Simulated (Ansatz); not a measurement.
Consider the isomerisation: `CO[SiH2]CF` → `C[SiH](F)CO`.

Gas-phase electronic energies from Ansatz, PBE0-D4/def2-TZVP geometries. CCSD(T)/CBS is the MP2 limit (def2-TZVPP, def2-QZVPP) plus CCSD(T) − MP2 in def2-TZVPP, frozen cores. Functionals use def2-TZVPP. B3LYP here is the variant with VWN-RPA as its local correlation; programs differ in this. Each species was taken in one conformer, which may not be the lowest.

`CO[SiH2]CF`:

```xyz
12

C    -1.637    0.862   -0.486
O    -0.440    0.487   -1.134
Si    0.984    0.269   -0.355
C     0.972   -1.279    0.730
F     0.043   -1.139    1.762
H    -2.365    1.135   -1.251
H    -1.484    1.724    0.173
H    -2.041    0.037    0.108
H     1.284    1.439    0.518
H     2.023    0.091   -1.398
H     0.704   -2.172    0.154
H     1.957   -1.455    1.178
```

`C[SiH](F)CO`:

Cartesian coordinates in Å:
```
C 1.579 -0.935 0.238
Si 0.304 0.400 0.426
F 0.807 1.727 -0.341
C -1.341 -0.022 -0.378
O -2.215 1.099 -0.407
H 2.535 -0.623 0.665
H 1.260 -1.842 0.758
H 1.740 -1.184 -0.814
H 0.116 0.785 1.848
H -1.849 -0.801 0.199
H -1.188 -0.439 -1.385
H -1.748 1.835 -0.811
```

```csv
level,ΔE (eV)
r2SCAN-D4,-1.55
B3LYP-D4,-1.44
ωB97X-V,-1.46
ωB97M-V,-1.53
PBE,-1.51
MP2/def2-TZVPP,-1.61
HF/CBS(def2),-1.35
MP2/CBS(def2),-1.65
```

(1) What does CCSD(T)/CBS give? (Best estimate.)

Largest T1 diagnostic among the species: 0.011.

Answers

(1) Computed: -1.57 eV. The listed levels differ from it by 0.02, 0.13, 0.11, 0.04, 0.06, -0.04, 0.22, -0.08 eV.

In def2-TZVPP, CCSD(T) changes the Hartree–Fock value by −0.18 eV (the triples alone add −0.01 eV) and MP2 by −0.27 eV.
